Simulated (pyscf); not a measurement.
Single points on ωB97X-D3(BJ)/def2-SVP structures (PySCF, gas phase).

SMILES: N[SiH2]N[SiH2][NH][GeH3]
```xyz
17

N     -0.4877    -0.6606    -1.4299
Si    -0.1414     0.8999    -2.1062
N      0.2876     1.9292    -0.7815
Si    -0.4830     1.8300     0.7815
N     -0.0140     0.5170     1.8094
Ge    -0.8303    -1.1206     1.9291
H     -1.1837    -1.2603    -1.8601
H      0.2517    -1.2092    -1.0021
H      0.9849     0.9662    -3.0907
H     -1.3980     1.2765    -2.8217
H      1.0251     2.6140    -0.9113
H     -1.9498     1.6825     0.5710
H     -0.1444     3.1092     1.4748
H      0.8520     0.6126     2.3318
H     -0.0570    -2.2184     1.1669
H     -2.2491    -0.9862     1.3697
H     -0.8718    -1.5334     3.4143
```
Charge 0, spin multiplicity 1.

Problem. What is the homolytic dissociation enthalpy (298 K, ωB97M-D3(BJ)/def2-TZVP) of the N–Si bond of H₂N–SiH₂–NH–SiH₂–NH–GeH₃ (SMILES N[SiH2]N[SiH2][NH][GeH3]), to H₂N–SiH₂–NH–SiH₂• + •HN–GeH₃?

Solution. N–Si to H₂N–SiH₂–NH–SiH₂• + •HN–GeH₃: 112.1 kcal/mol. The 7 functionals that were run give +101.1 (PBE) to +113.7 kcal/mol (M06-2X). •HN–GeH₃ lies 28.5 kcal/mol over its isomer H₂N–GeH₂• (electronic energy, ωB97M-D3(BJ)/def2-TZVP). Other isomers of H₂N–SiH₂–NH–SiH₂• were not searched in full and may lie lower. Elements up to Kr have no core potential and no relativistic terms here.
